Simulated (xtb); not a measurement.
triplet methylene (CH₂), triplet, at a GFN2-xTB geometry; GFN2-xTB in xtb.

xtb was given this input:
```
$ xtb mol.xyz --gfn 2 --uhf 2 --ohess --json

# file mol.xyz
3

C      0.00386916     0.00066529     0.10150064
H      0.00046091     0.97908788    -0.31139250
H     -0.02367585    -0.98307960    -0.29761136
```

### Question
Write the output that xtb gives for this input, abridged.

### Answer

```
   ID    Z sym.   atoms
    1    6 C      1
    2    1 H      2, 3

           -------------------------------------------------
          |                Calculation Setup                |
           -------------------------------------------------

           -------------------------------------------------
          |                 G F N 2 - x T B                 |
           -------------------------------------------------

          ...................................................
          :                      SETUP                      :
          :.................................................:
          :  # basis functions                   6          :
          :  # atomic orbitals                   6          :
          :  # shells                            4          :
          :  # electrons                         6          :
          :  max. iterations                   250          :
          :  Hamiltonian                  GFN2-xTB          :
          :  restarted?                      false          :
          :  GBSA solvation                  false          :
          :  PC potential                    false          :
          :  electronic temp.          300.0000000     K    :
          :  accuracy                    1.0000000          :
          :  -> integral cutoff          0.2500000E+02      :
          :  -> integral neglect         0.1000000E-07      :
          :  -> SCF convergence          0.1000000E-05 Eh   :
          :  -> wf. convergence          0.1000000E-03 e    :
          :  Broyden damping             0.4000000          :
          :  net charge                          0          :
          :  unpaired electrons                  2          :
          ...................................................

 iter      E             dE          RMSdq      gap      omega  full diag
   1     -2.9742643 -0.297426E+01  0.610E+00   12.34       0.0  T
   2     -2.9788881 -0.462377E-02  0.376E+00   12.50       1.0  T
   3     -2.9795151 -0.627074E-03  0.647E-01   12.54       1.0  T
   4     -2.9797430 -0.227828E-03  0.155E-01   12.33       1.0  T
   5     -2.9797392  0.374702E-05  0.938E-02   12.37       1.0  T
   6     -2.9797489 -0.966437E-05  0.187E-03   12.34      30.9  T
   7     -2.9797489  0.204724E-08  0.191E-03   12.34      30.2  T
   8     -2.9797489 -0.206006E-08  0.115E-05   12.34    5022.0  T
   9     -2.9797489 -0.723865E-13  0.411E-06   12.34   14055.7  T

   *** convergence criteria satisfied after 9 iterations ***

 transition dipole moment (au) for excitation:           3           4
     X       Y       Z
  -0.1766   0.0022   0.0067  total (au/Debye):    0.177   0.449
 dE (eV)             :    0.589
 oscillator strength :  0.63726E-03

         :::::::::::::::::::::::::::::::::::::::::::::::::::::
         ::                     SUMMARY                     ::
         :::::::::::::::::::::::::::::::::::::::::::::::::::::
         :: total energy              -2.938303599177 Eh    ::
         :: gradient norm              0.000000819908 Eh/a0 ::
         :: HOMO-LUMO gap             12.338237117032 eV    ::
         ::.................................................::
         :: SCC energy                -2.979748879637 Eh    ::
         :: -> isotropic ES            0.000691302049 Eh    ::
         :: -> anisotropic ES          0.000234136163 Eh    ::
         :: -> anisotropic XC          0.005908618627 Eh    ::
         :: -> dispersion             -0.000261090325 Eh    ::
         :: repulsion energy           0.041445280459 Eh    ::
         :: add. restraining           0.000000000000 Eh    ::
         :: total charge              -0.000000000000 e     ::
         :::::::::::::::::::::::::::::::::::::::::::::::::::::

      -----------------------------------------------------------
     |                   =====================                   |
     |                        A N C O P T                        |
[...]
 * total energy  :    -2.9383036 Eh     change        0.3552714E-14 Eh
   *** GEOMETRY OPTIMIZATION CONVERGED AFTER 1 ITERATIONS ***
         :: total energy              -2.938303599177 Eh    ::
[...]
           -------------------------------------------------
 projected vibrational frequencies (cm⁻¹)
eigval :       -0.00    -0.00     0.00     0.00     0.00     0.00
eigval :      919.15  3135.23  3297.09
 reduced masses (amu)
   1:  8.51   2:  3.41   3: 10.24   4:  7.54   5:  3.00   6:  3.41   7:  2.39   8:  1.21
   9:  2.39
 IR intensities (km·mol⁻¹)
   1:  1.32   2:  5.68   3: 23.47   4: 14.14   5: 15.17   6: 14.60   7: 14.40   8:  9.74
   9: 15.01
 Raman intensities (Ä⁴*amu⁻¹)
   1:  0.00   2:  0.00   3:  0.00   4:  0.00   5:  0.00   6:  0.00   7:  0.00   8:  0.00
   9:  0.00
 output can be read by thermo (or use thermo option).
 writing <g98.out> molden fake output.
 recommended (thermochemical) frequency scaling factor: 1.0
           -------------------------------------------------
          |             Thermodynamic Functions             |
           -------------------------------------------------

c2v symmetry found (for desy threshold:  0.10E+00) used in thermo

          ...................................................
          :                      SETUP                      :
          :.................................................:
          :  # frequencies                           3      :
          :  # imaginary freq.                       0      :
          :  linear?                             false      :
          :  only rotor calc.                    false      :
          :  symmetry                              c2v      :
          :  rotational number                       2      :
          :  scaling factor                  1.0000000      :
          :  rotor cutoff                   50.0000000 cm⁻¹ :
          :  imag. cutoff                  -20.0000000 cm⁻¹ :
          :.................................................:

    mode    ω/cm⁻¹     T·S(HO)/kcal·mol⁻¹    T·S(FR)/kcal·mol⁻¹   T·S(vib)
   ------------------------------------------------------------------------
   ------------------------------------------------------------------------

   temp. (K)  partition function   enthalpy   heat capacity  entropy
                                   cal/mol     cal/K/mol   cal/K/mol   J/K/mol
 298.15  VIB   1.01                   31.516      0.475      0.129
         ROT   42.4                  888.752      2.981     10.426
         INT   42.9                  920.268      3.456     10.556
         TR   0.508E+26             1481.254      4.968     33.848
         TOT                        2401.5222     8.4237    44.4035   185.7841

       T/K    H(0)-H(T)+PV         H(T)/Eh          T*S/Eh         G(T)/Eh
   ------------------------------------------------------------------------
    298.15    0.382707E-02    0.205750E-01    0.210975E-01   -0.522564E-03
   ------------------------------------------------------------------------

         :::::::::::::::::::::::::::::::::::::::::::::::::::::
         ::                  THERMODYNAMIC                  ::
         :::::::::::::::::::::::::::::::::::::::::::::::::::::
         :: total free energy          -2.938826163302 Eh   ::
         ::.................................................::
         :: total energy               -2.938303599177 Eh   ::
         :: zero point energy           0.016747884005 Eh   ::
         :: G(RRHO) w/o ZPVE           -0.017270448130 Eh   ::
         :: G(RRHO) contrib.           -0.000522564124 Eh   ::
         :::::::::::::::::::::::::::::::::::::::::::::::::::::

optimized geometry written to: xtbopt.xyz

           -------------------------------------------------
          | TOTAL ENERGY               -2.938303599177 Eh   |
          | TOTAL ENTHALPY             -2.917728646021 Eh   |
          | TOTAL FREE ENERGY          -2.938826163302 Eh   |
          | GRADIENT NORM               0.000000821742 Eh/α |
          | HOMO-LUMO GAP              12.338237117927 eV   |
           -------------------------------------------------

normal termination of xtb
```
